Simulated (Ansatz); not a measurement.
Start from `N=COBN` and change one atom or group to get `[CH3][AlH][O]BN`.

Ansatz, PBE0-D4/def2-TZVP geometries, multiplicity 1. Each molecule was computed in one conformer, which needn't be the lowest.

| property | `N=COBN` |
| --- | --- |
| size of the dipole moment (PBE/def2-TZVPP) / D | 1.22 |
| HOMO–LUMO gap (ωB97M-V/def2-TZVPP) / eV | 12.42 |
| LUMO energy (PBE/def2-TZVPP) / eV | -1.17 |
| HOMO energy (PBE/def2-TZVPP) / eV | -6.64 |
| HOMO energy (B3LYP/def2-TZVPP) / eV | -7.74 |
| size of the dipole moment (B3LYP/def2-TZVPP) / D | 1.20 |

(1) What does the change do to each property? (Best estimate.)

Results:

(1) Ansatz gave: 
| property | `[CH3][AlH][O]BN` | shift |
| --- | --- | --- |
| size of the dipole moment (PBE/def2-TZVPP) / D | 1.34 | 0.12 |
| HOMO–LUMO gap (ωB97M-V/def2-TZVPP) / eV | 10.87 | -1.55 |
| LUMO energy (PBE/def2-TZVPP) / eV | -1.27 | -0.10 |
| HOMO energy (PBE/def2-TZVPP) / eV | -6.18 | 0.46 |
| HOMO energy (B3LYP/def2-TZVPP) / eV | -7.31 | 0.43 |
| size of the dipole moment (B3LYP/def2-TZVPP) / D | 1.26 | 0.06 |

With PBE0 the HOMO rises by 0.45 eV and the LUMO falls by 0.42 eV, so the gap narrows by about 0.87 eV. PBE moves the HOMO by 0.46 eV and ωB97M-V by 0.49 eV. Dipoles are sizes alone; their direction can turn.

B3LYP here is the variant with VWN-RPA as its local correlation; programs differ in this.
